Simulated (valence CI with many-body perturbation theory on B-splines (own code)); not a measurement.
## E1 transitions of Pt⁶⁴⁺

Level of theory: configuration interaction combined with many-body perturbation theory (CI+MBPT): four valence electrons over a frozen Dirac-Fock core [Ne], a basis of 11 s, 11 p, 9 d, 7 f, 5 g, 2 h, 1 i functions for each j, with the one-electron correlation potential Σ1, the two-electron term Σ2, the three-electron term Σ3, Breit, model QED; selected CI, second order for the rest (own B-spline code, finite nucleus).

No measured spectrum was set against this ion. As an estimate, large intervals hold to a few tenths of a per cent, small ones and those within an open d or f shell to about a per cent.

Lines 1 to 50 of 245 in falling wavelength, among levels below 1545.3 eV, chosen from the strongest by gf and those to the six lowest levels. Wavelengths and rates use the calculated energies. Electric multipoles are in the length gauge, E1 and E2 with the static RPA response of the core. Weak lines are less certain than strong ones. Lines between different terms over intervals too small for the method are left out, as are lines whose strength nearly cancels. The highest levels of a list are the least certain.

Levels are named by their leading jj configuration (3d3/2^4 stands for four electrons in 3d with j = 3/2), which in mixed levels can hold well under half, so a name can repeat and another be missing. Letters in brackets count levels of one name in rising energy.

| λ vac (nm) | Upper | Lower | A (s⁻¹) | log gf | Branch % |
| --- | --- | --- | --- | --- | --- |
| 8.340 | (3s 3p1/2^2 3d3/2) J=2 | (3s^2 3p1/2 3d3/2) J=1 | 9.00e+09 | -1.33 | 14.3 |
| 8.248 | (3s 3p1/2 3p3/2 3d5/2) J=4 [a] | (3s^2 3p3/2 3d5/2) J=4 | 3.38e+09 | -1.51 | 22.1 |
| 8.134 | (3s 3p1/2 3p3/2 3d3/2) J=4 | (3s^2 3p3/2 3d3/2) J=3 | 1.14e+10 | -0.99 | 31.7 |
| 7.688 | (3s 3p1/2 3p3/2 3d3/2) J=2 [b] | (3s^2 3p3/2 3d3/2) J=2 | 7.40e+09 | -1.48 | 0.4 |
| 7.563 | (3s 3p1/2 3p3/2 3d5/2) J=4 [b] | (3s^2 3p3/2 3d5/2) J=3 | 7.72e+09 | -1.23 | 1.7 |
| 7.351 | (3s 3p1/2 3p3/2 3d3/2) J=3 [b] | (3s^2 3p3/2 3d3/2) J=2 | 4.87e+09 | -1.56 | 0.1 |
| 7.191 | (3s 3p1/2 3p3/2 3d5/2) J=3 [a] | (3s^2 3p3/2 3d5/2) J=2 | 5.93e+09 | -1.49 | 1.0 |
| 7.115 | (3s 3p1/2^2 3p3/2) J=2 | (3s^2 3p1/2 3p3/2) J=2 | 1.44e+10 | -1.26 | 44.7 |
| 7.090 | (3s 3p1/2 3p3/2 3d5/2) J=5 | (3s^2 3p3/2 3d5/2) J=4 | 2.46e+10 | -0.69 | 99.9 |
| 7.044 | (3s 3p1/2 3p3/2 3d3/2) J=2 [c] | (3s^2 3p3/2 3d3/2) J=1 | 9.18e+09 | -1.47 | 0.2 |
| 7.025 | (3s 3p1/2 3p3/2^2) J=3 | (3s^2 3p3/2^2) J=2 | 1.68e+10 | -1.06 | 2.9 |
| 6.914 | (3s 3p1/2 3p3/2 3d5/2) J=4 [c] | (3s^2 3p3/2 3d5/2) J=3 | 1.53e+10 | -1.00 | 0.8 |
| 6.911 | (3s 3p1/2 3p3/2 3d3/2) J=1 [c] | (3s^2 3p3/2 3d3/2) J=1 | 1.69e+10 | -1.44 | 0.4 |
| 6.813 | (3s 3p1/2^2 3d5/2) J=3 | (3s^2 3p1/2 3d5/2) J=3 | 2.00e+10 | -1.01 | 6.1 |
| 6.778 | (3s 3p1/2 3p3/2^2) J=1 [a] | (3s^2 3p3/2^2) J=0 | 1.32e+10 | -1.56 | 0.8 |
| 6.758 | (3s 3p1/2^2 3d5/2) J=3 | (3s^2 3p1/2 3d5/2) J=2 | 3.24e+10 | -0.81 | 9.9 |
| 6.750 | (3s 3p1/2 3p3/2 3d5/2) J=3 [b] | (3s^2 3p3/2 3d5/2) J=2 | 1.99e+10 | -1.02 | 2.4 |
| 6.745 | (3s 3p1/2 3p3/2 3d5/2) J=1 [c] | (3s^2 3p3/2 3d5/2) J=1 | 2.09e+10 | -1.37 | 1.7 |
| 6.738 | (3s 3p1/2 3p3/2 3d3/2) J=3 [c] | (3s^2 3p3/2 3d3/2) J=3 | 2.25e+10 | -0.97 | 0.6 |
| 6.735 | (3s 3p1/2^2 3p3/2) J=2 | (3s^2 3p1/2 3p3/2) J=1 | 1.78e+10 | -1.22 | 55.3 |
| 6.721 | (3s 3p1/2 3p3/2 3d5/2) J=1 [a] | (3s^2 3p3/2 3d5/2) J=2 | 1.49e+10 | -1.52 | 2.0 |
| 6.695 | (3p1/2^2 3p3/2 3d3/2) J=2 | (3s 3p1/2 3p3/2 3d3/2) J=2 [b] | 1.28e+10 | -1.37 | 2.5 |
| 6.659 | (3s 3p1/2 3p3/2 3d5/2) J=2 [c] | (3s^2 3p3/2 3d5/2) J=1 | 1.66e+10 | -1.26 | 1.0 |
| 6.626 | (3p1/2^2 3p3/2 3d3/2) J=0 | (3s 3p1/2 3p3/2 3d3/2) J=1 [b] | 5.23e+10 | -1.46 | 5.1 |
| 6.611 | (3s 3p1/2 3p3/2 3d3/2) J=3 [a] | (3s 3p1/2 3p3/2^2) J=2 [b] | 5.72e+09 | -1.58 | 5.0 |
| 6.570 | (3s 3p1/2^2 3d3/2) J=1 | (3s^2 3p1/2 3d3/2) J=2 | 4.06e+10 | -1.10 | 61.7 |
| 6.449 | (3s 3p1/2 3p3/2 3d5/2) J=2 [b] | (3s^2 3p3/2 3d5/2) J=2 | 1.98e+10 | -1.21 | 0.9 |
| 6.417 | (3p1/2^2 3p3/2^2) J=2 | (3s 3p1/2 3p3/2^2) J=1 [a] | 1.26e+10 | -1.41 | 0.7 |
| 6.392 | (3p1/2^2 3p3/2^2) J=2 | (3s 3p1/2 3p3/2^2) J=2 [b] | 1.71e+10 | -1.28 | 0.9 |
| 6.365 | (3s 3p1/2 3p3/2 3d5/2) J=2 [d] | (3s^2 3p3/2 3d5/2) J=1 | 1.76e+10 | -1.27 | 0.4 |
| 6.310 | (3s 3p1/2 3p3/2 3d5/2) J=3 [d] | (3s^2 3p3/2 3d5/2) J=3 | 2.66e+10 | -0.95 | 1.0 |
| 6.306 | (3s 3p1/2^2 3d3/2) J=2 | (3s^2 3p1/2 3d3/2) J=2 | 3.12e+10 | -1.03 | 49.4 |
| 6.296 | (3s 3p1/2^2 3d5/2) J=2 | (3s^2 3p1/2 3d5/2) J=3 | 4.48e+10 | -0.88 | 12.5 |
| 6.281 | (3s 3p1/2 3p3/2 3d5/2) J=2 [c] | (3s^2 3p3/2 3d5/2) J=3 | 1.85e+10 | -1.26 | 1.1 |
| 6.254 | (3s 3p1/2 3p3/2 3d5/2) J=4 [b] | (3s^2 3p3/2 3d5/2) J=4 | 9.59e+09 | -1.30 | 2.1 |
| 6.249 | (3s 3p1/2^2 3d5/2) J=2 | (3s^2 3p1/2 3d5/2) J=2 | 1.12e+10 | -1.48 | 3.1 |
| 6.228 | (3s 3p1/2 3p3/2 3d3/2) J=2 [a] | (3s 3p1/2 3p3/2^2) J=3 | 1.20e+10 | -1.46 | 2.5 |
| 6.105 | (3s 3p1/2^2 3p3/2) J=1 | (3s^2 3p1/2 3p3/2) J=2 | 5.01e+10 | -1.08 | 4.3 |
| 6.082 | (3s 3p1/2 3p3/2^2) J=2 [b] | (3s^2 3p3/2^2) J=2 | 2.95e+10 | -1.09 | 1.4 |
| 6.060 | (3s 3p1/2 3p3/2^2) J=1 [a] | (3s^2 3p3/2^2) J=2 | 2.24e+10 | -1.43 | 1.3 |
| 6.019 | (3s 3p1/2 3p3/2 3d5/2) J=2 [d] | (3s^2 3p3/2 3d5/2) J=3 | 1.76e+10 | -1.32 | 0.4 |
| 5.989 | (3s 3p1/2 3p3/2 3d3/2) J=1 [d] | (3s^2 3p3/2 3d3/2) J=2 | 2.23e+10 | -1.44 | 0.3 |
| 5.984 | (3p1/2^2 3p3/2^2) J=0 | (3s 3p1/2 3p3/2^2) J=1 [a] | 9.12e+10 | -1.31 | 4.1 |
| 5.892 | (3s 3p1/2 3p3/2 3d5/2) J=3 [c] | (3s^2 3p3/2 3d5/2) J=4 | 3.75e+10 | -0.86 | 1.3 |
| 5.874 | (3s 3p1/2^2 3d3/2) J=1 | (3s 3p1/2^2 3p3/2) J=1 | 1.77e+10 | -1.56 | 26.9 |
| 5.822 | (3s 3p1/2^2 3p3/2) J=1 | (3s^2 3p1/2 3p3/2) J=1 | 1.74e+10 | -1.58 | 1.5 |
| 5.803 | (3s 3p1/2 3p3/2 3d5/2) J=4 [c] | (3s^2 3p3/2 3d5/2) J=4 | 2.27e+10 | -0.99 | 1.2 |
| 5.801 | (3s 3p1/2 3p3/2 3d3/2) J=2 [d] | (3s^2 3p3/2 3d3/2) J=3 | 3.98e+10 | -1.00 | 0.6 |
| 5.716 | (3s 3p1/2 3p3/2^2) J=1 [b] | (3s^2 3p3/2^2) J=2 | 2.12e+10 | -1.51 | 0.4 |
| 5.677 | (3p1/2^2 3p3/2 3d3/2) J=2 | (3s 3p1/2 3p3/2 3d3/2) J=3 [a] | 5.06e+10 | -0.91 | 9.9 |

(1) How does gf follow from A for the line at 6.695 nm?

Answers

(1) gf = 1.4992 × (2J+1)_upper × A / σ², with σ = 1493669 cm⁻¹ and 2J+1 = 5: gf = 0.0429.
